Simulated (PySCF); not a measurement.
A structure optimised at B3LYP-D3(BJ)/def2-SVP, used in a PySCF frequency run:

```xyz
9

Sn     0.5146     0.1270     0.0000
Cl    -0.6589     0.9084     1.8879
Cl    -0.6589     0.9084    -1.8879
O      0.4015    -1.8426     0.0000
C     -0.8532    -2.4990     0.0000
H      2.1515     0.5935     0.0000
H     -1.4533    -2.2548    -0.8961
H     -0.6641    -3.5848     0.0000
H     -1.4533    -2.2548     0.8961
```
Charge 0, spin multiplicity 1.

Task: Write its SMILES, formula and point group.

Result: C[O][SnH]([Cl])[Cl], CH4Cl2OSn, Cs

Task: What are its rotational constants (standard atomic weights)?

Result: 1.7123, 1.5046, 1.0802 GHz
